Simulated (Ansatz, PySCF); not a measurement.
Ge(H)2(Br)(Me) (CH5BrGe), SMILES [CH3][GeH2][Br].

Geometry optimised at ωB97X-D3(BJ)/def2-SVP.

Vertical ionisation energy (IE) and electron affinity (EA) in eV. Rows of orbital energies are one-electron estimates. Where ΔSCF, EOM or ADC give a negative EA the extra electron is unbound and the value depends on the basis.

```
level                                                                        IE          EA
-------------------------------------------------------------------  ----------  ----------
−ε(HOMO), −ε(LUMO), CAM-B3LYP/def2-TZVPD (PySCF)                           9.39       -0.39
−ε(HOMO), −ε(LUMO), PBE/def2-TZVPD (PySCF)                                 6.83        1.28
ΔSCF, PBE0/def2-SVPD (Ansatz), final states of multiplicity 2 and 2  (withheld)  (withheld)
ΔSCF, PBE/def2-SVPD (Ansatz), final states of multiplicity 2 and 2        10.00       -0.86
```

Task: Some entries are withheld; supply them. (The exact figures need the calculation; the answer reports its results.)

Result: 
- ΔSCF, PBE0/def2-SVPD (Ansatz, a first-principles code), final states of multiplicity 2 and 2, IE: 10.29
- ΔSCF, PBE0/def2-SVPD (Ansatz), final states of multiplicity 2 and 2, EA: -0.99

Task: What vertical singlet–triplet gap does ΔSCF give with PBE0/def2-SVPD (Ansatz) and with PBE/def2-SVPD (Ansatz)? (Estimate from the structure and the level; the computed values follow.)

Result: 5.99 and 5.64 eV (triplet above singlet where positive).
